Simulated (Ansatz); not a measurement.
A search over several starts for the lowest SCF solution of Cr3⁻ at the given spin, in a small basis.

```yaml
crystal:
  periodic: [false, false, false]
  atoms:
    - {symbol: Cr, position_ang: [1.011887, -0.922367, -0.788856]}
    - {symbol: Cr, position_ang: [-0.155364, 0.028916, 1.572625]}
    - {symbol: Cr, position_ang: [-0.856514, 0.893451, -0.783759]}
basis:
  gaussian: {orbitals: def2-SVP, initial_orbitals: start.molden}
total_charge: -1
magnetization: {spin_polarized: true, initial_magnetization: 3}
hamiltonian: {xc: pbe0, dispersion: d4}
output: {orbitals: {seedname: orbitals}}
```

The file start.molden holds the orbitals of an earlier run on this structure, at another level or in another basis.

```sh
$ ansatz run in.yaml --threads 4 --pin off --events-out ev --progress --plain --max-ram 3916MiB
```

It prints (some lines left out):

```
Functional definition: PBE0
1065 factors; integrals over basis functions are off by at most 8.1e-4 eV
mean field evaluation 1: about -85233.8965 eV, gradient 7.0e0 eV
mean field evaluation 2: about -85234.3881 eV, gradient 6.1e-1 eV
mean field evaluation 4: about -85234.4431 eV, gradient 5.0e-2 eV
mean field evaluation 8: about -85234.4432 eV, gradient 2.6e-5 eV
mean field evaluation 16: about -85225.7970 eV, gradient 6.2e0 eV
mean field evaluation 32: about -85232.9978 eV, gradient 1.8e-3 eV
mean field evaluation 64: about -85223.4552 eV, gradient 3.1e1 eV
mean field evaluation 96: about -85205.2221 eV, gradient 3.8e1 eV
mean field evaluation 128: about -85227.1014 eV, gradient 3.3e1 eV
mean field evaluation 160: about -85208.1358 eV, gradient 3.3e1 eV
mean field evaluation 192: about -85197.9377 eV, gradient 3.7e1 eV
mean field evaluation 224: about -85209.9757 eV, gradient 3.6e1 eV
mean field evaluation 256: about -85226.5342 eV, gradient 3.1e1 eV
mean field evaluation 288: about -85234.3379 eV, gradient 9.2e-5 eV
mean field evaluation 320: about -85199.2457 eV, gradient 6.9e1 eV
mean field evaluation 352: about -84852.1422 eV, gradient 1.7e2 eV
mean field evaluation 384: about -85210.6956 eV, gradient 3.8e1 eV
mean field evaluation 416: about -85231.6583 eV, gradient 6.5e0 eV
mean field -85234.44317034 eV, -3132.3080125294 hartree, gradient 2.7e-5 eV, S^2 10.185833; 11 other end points of the search recorded, 0 dependent functions left out
reference -85234.44319647 eV, -3132.3080134897 hartree; 38, 35 occupied and 55, 58 virtual orbitals, 1065 factors
Total energy: -85234.55040405 eV, -3132.3119532954 hartree
```

Hardware: 4 threads of Intel Xeon 6975P-C on a shared host. Wall time 20 s.

Other converged states that the search met: 0.10 eV higher (⟨S²⟩ = 10.26), 0.11 eV higher (⟨S²⟩ = 10.26), 1.45 eV higher (⟨S²⟩ = 10.24).

The charge -1 quartet is spin-contaminated (final ⟨S²⟩ up to 10.19, 3.75 for a pure state). The highest occupied level of the charge -1 quartet lies above zero (up to 0.40 eV). It is a level of β spin, whose loss leaves a quintet; that state wasn't run at this geometry and level. The electron is either unbound and held by the finite basis, or the level is raised by self-interaction error. The geometry of the quartet was relaxed on an unsound state (⟨S²⟩ 9.93, where a pure state has 3.75). At PBE0-D4/def2-TZVPD a sextet of charge -1 lies 0.48 eV below the quartet, each at its own geometry. That sextet is doubtful there (⟨S²⟩ 14.37, where a pure state has 8.75). The structure comes from a short search, and lower isomers may exist.
